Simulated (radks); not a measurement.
The scandium ion Sc3+, 18 electrons, occupied as [Ar] (the NIST ground configuration). Calculated with a radial shooting solver on a logarithmic mesh with Libxc functionals: scalar-relativistic Kohn-Sham, exchange-only r2SCAN, spin-polarised, spherical densities, finite nucleus; meta-GGA in the generalised Kohn-Sham scheme; Fermi nuclear charge, rms radius 3.5459 fm.

Local quantities along the radius. ELF = 1/(1 + alpha^2) is the electron localisation function; alpha = (tau - tau_W)/tau_unif compares the Pauli kinetic energy density with that of the uniform gas (summed over spins); -r V(r) is the screened charge that the Kohn-Sham potential of spin up presents (atomic units); 4 pi r^2 rho is in e/bohr; r v_xc is r times the local exchange-correlation potential of spin up (hartree bohr, multiplicative part alone). tau is taken from the large components.

r (bohr)    ELF    alpha  -r V(r)  4 pi r^2 rho    r v_xc
0.002384  1.000  0.01378    20.88        0.4313  -0.08468
0.003006  1.000  0.01399    20.84        0.6646  -0.09676
0.003821  1.000  0.01441    20.79         1.032   -0.1125
0.004819  1.000  0.01507    20.72         1.565   -0.1313
0.006078  1.000  0.01605    20.64         2.349   -0.1545
0.007665  1.000  0.01746    20.54         3.476   -0.1826
0.009744  1.000  0.01958    20.40         5.119   -0.2175
0.01229   0.999  0.02260    20.23         7.278   -0.2574
0.0155    0.999  0.02715    20.02         10.07   -0.3037
0.01954   0.999  0.03429    19.76         13.45   -0.3560
0.02484   0.998  0.04661    19.43         17.34   -0.4156
0.03133   0.995  0.06785    19.03         20.98   -0.4770
0.03951   0.988   0.1085    18.56         23.75   -0.5411
0.05023   0.963   0.1972    17.99         24.87   -0.6115
0.06335   0.868   0.3902    17.34         23.84   -0.6718
0.07989   0.605   0.8074    16.46         21.26   -0.5926
0.1007    0.322    1.451    15.50         18.83   -0.5305
0.1281    0.271    1.639    14.58         18.66   -0.6801
0.1615    0.460    1.083    13.53         21.52   -0.7876
0.2037    0.721   0.6226    12.45         25.31   -0.9505
0.2569    0.839   0.4381    11.24         26.15    -1.002
0.3266    0.834   0.4462    10.06         21.44    -1.042
0.4118    0.587   0.8388    8.766         13.65   -0.8312
0.5194    0.141    2.468    7.519         7.822   -0.6034
0.655     0.189    2.070    6.403         6.825   -0.5152
0.8327    0.734   0.6012    5.935         8.427    -1.096
1.05      0.885   0.3606    5.078         8.271    -1.099
1.324     0.869   0.3883    4.466         5.593    -1.062
1.684     0.730   0.6081    3.985         2.420   -0.8699
2.123     0.370    1.304    3.069        0.6718  -0.04630
2.677     0.058    4.031    2.999        0.1084  0.003506
3.377     0.003    18.84    3.079      0.009147  -0.07921

On this mesh the ELF has minima near r = 0.11, 0.59 bohr, which separate the shells, and maxima near 0.29 (0.85), 1.2 (0.89).

Self-consistent cycle (total energy in hartree, residual of the potential): 1: -760.072932, 5e+00; 2: -761.251321, 3e+00; 3: -761.892168, 3e-01; 4: -761.895042, 7e-02; 5: -761.896220, 3e-03; 6: -761.896217, 2e-03; 7: -761.896218, 8e-05; 8: -761.896218, 1e-04; 9: -761.896217, 6e-05; 10: -761.896217, 3e-06; 11: -761.896217, 2e-06.
